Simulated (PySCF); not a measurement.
## Krypton: a sound run and one with changed settings

Sound run: Kr [Kr], Kr⁺ [Ar] 3d10 4s2 4p5. All numbers are calculated (PySCF 2.14, the spin-free X2C one-electron Hamiltonian (Gaussian nucleus), in jorge-DZP-DKH (8s6p2d1f, 43 functions)). The sound run starts from symmetry-adapted Hartree-Fock orbitals and uses a fine grid where one is needed.

A second run was set up differently.

```csv
species,method,sound run (hartree),changed run (hartree),converged
Kr,UHF,-2788.01286,-2788.01286,yes
Kr,MN15,-2791.74877,-2791.74877,yes
Kr,LDA,-2785.99179,-2785.99179,yes
Kr⁺,UHF,-2787.52729,-2787.52729,yes
Kr⁺,MN15,-2791.23482,-2791.23361,yes
Kr⁺,LDA,-2785.46468,-2785.46520,yes
```

Ionisation energy of Kr:

```tsv
method	sound run (eV)	changed run (eV)
UHF	13.213	13.213
MN15	13.985	14.018
LDA	14.343	14.329
```

(1) What was changed?
A. angular grid far too coarse
B. a valence shell is frozen
C. level shift left on
D. too few SCF iterations

## Answers

(1) A. It used 14 angular points. A coarse angular grid integrates products of high-l functions wrongly, so density functionals can shift, and the SCF can exploit the error; Hartree-Fock and MP2 need no grid.
